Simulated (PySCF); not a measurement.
**Structure from 2D NMR**

Compound of formula C3H8OSi2. Correlations simulated from computed shifts and the bond graph:

HSQC (one-bond C–H):
```
  δH    δC
3.85  53.2
```

HMBC (two and three bonds, from the bond graph):
```
  δH                  δC
4.94  119.5, 112.1, 53.2
4.25        119.5, 112.1
```

Carbons without hydrogens: δ 119.5, 112.1.

[PySCF 2.14: structure optimised with GFN2-xTB; σ from GIAO-PBE0/pcSseg-1; one computed conformer; non-relativistic Hamiltonian; in vacuum; equivalent nuclei averaged]

Referencing at the same level of theory: TMS for ¹H and ¹³C.

Exchangeable hydrogens are left out of these lists.

Q: Which molecule is this?

A: SMILES CO[SiH2]C#C[SiH3].

Atoms are numbered as in `[CH3:1][O:2][SiH2:3][C:4]#[C:5][SiH3:6]`; H(Xn) means a hydrogen on atom n.

- δC 119.5 is C4, an alkyne carbon.
- δC 112.1 is C5, an alkyne carbon.
- δC 53.2 is C1, a methyl carbon bonded to O (δH 3.85).
- HMBC from δH 4.94 reaches the proton-free carbons C4, C5.
- HMBC from δH 4.25 reaches the proton-free carbons C4, C5.

The shifts were computed for this structure.

Shifts are as computed. Against solution values, carbons near 30 ppm lie about +3 ppm off and those near 130 ppm about +5 ppm. Of 1211 compounds with measured shifts, 218 miss one by over three times the rms of a fit or turn the order of signals round; such compounds aren't used in these exercises.
